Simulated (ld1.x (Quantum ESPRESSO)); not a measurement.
**Ta (Z = 73), TM semilocal: configuration errors across variants**

ld1.x (Quantum ESPRESSO) 7.5 input, shortened:

```
&input
   title='Ta', zed=73., rel=1, dft='PBESOL', iswitch=3,
   config='[Xe] 4f14 5d3 6s0 6p0'
 /
 &inputp
   pseudotype=1, tm=.true., lloc=2,
   nlcc=.true., new_core_ps=.true., rcore=1.50
 /
3
5S  1  0   2.00   0.00  1.50  1.50  0.0
5P  2  1   6.00   0.00  1.50  1.50  0.0
5D  3  2   3.00   0.00  2.60  2.60  0.0
 &test
   configts(1)='5s2 5p6 5d3 6s0 6p0'
 /
```

All-electron excitation energies from the reference (eV): (1) 5s2 5p6 5d3 6s2 6p0 -23.481; (2) 5s2 5p6 5d3 6s1 6p0 -14.976; (3) 5s2 5p6 5d2 6s0 6p0 23.610; (4) 5s2 5p6 5d3.5 6s1.5 6p0 -22.492; (5) 5s2 5p6 5d3 6s0 6p1 -9.849; (6) 5s2 5p6 5d2 6s2 6p1 -20.448; (7) 5s2 5p6 5d3 6s1 6p1 -19.259.

A semilocal file is local in each channel, so a ghost entry of none says nothing of the separable form that plane-wave codes build from it.

Errors AE − PS in meV (a dash: test not solved or not reliable):

```tsv
change	(1)	(2)	(3)	(4)	(5)	(6)	(7)	bound ghosts
base	+1081	+673	-20	+766	+53	+1364	+621	none
wave 5d (bound): rc 2.60 bohr becomes 5d (bound): rc 1.72 bohr	+1084	+674	-23	+771	+53	+1358	+622	none
wave 5d (bound): rc 2.60 bohr becomes 5d (bound): rc 2.02 bohr	+1084	+675	-23	+772	+53	+1359	+623	none
wave 5d (bound): rc 2.60 bohr becomes 5d (bound): rc 2.32 bohr	+1084	+674	-22	+771	+53	+1360	+623	none
wave 5d (bound): rc 2.60 bohr becomes 5d (bound): rc 2.54 bohr	+1082	+673	-21	+768	+53	+1362	+622	none
wave 5d (bound): rc 2.60 bohr becomes 5d (bound): rc 2.72 bohr	+1079	+672	-17	+763	+53	+1368	+620	none
wave 5d (bound): rc 2.60 bohr becomes 5d (bound): rc 3.34 bohr	+1042	+657	+21	+719	+48	+1384	+600	none
wave 5d (bound): rc 2.60 bohr becomes 5d (bound): rc 3.56 bohr	+1020	+649	+42	+697	+45	+1382	+587	none
wave 5d (bound): rc 2.60 bohr becomes 5d (bound): rc 3.94 bohr	+953	+625	+102	+634	+33	+1358	+547	none
```

Task: Give the same row for: wave 5d (bound): rc 2.60 bohr becomes 5d (bound): rc 3.10 bohr.

Result: +1063, +665, +0.1, +743, +51, +1379, +612; bound ghosts: none.
